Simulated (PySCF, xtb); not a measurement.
Al(F)(Cl)(vinyl) (C2H3AlClF), SMILES [F][Al]([CH]=C)[Cl].

GFN2-xTB (xtb 6.7.1) at its own geometry gives an orbital gap of 4.20 eV and a dipole moment of 2.55 D.

Coordinates come from a PBE-D3(BJ)/def2-SVP optimisation. The structure was generated by enumeration; whether it is a known compound was not checked. The values are those of a single conformer.

Q: What does PBE/def2-TZVP in PySCF give? (The exact figures need the calculation; the answer reports its results.)

A: gap 4.92 eV (levels -7.40 and -2.47 eV), dipole 2.39 D.
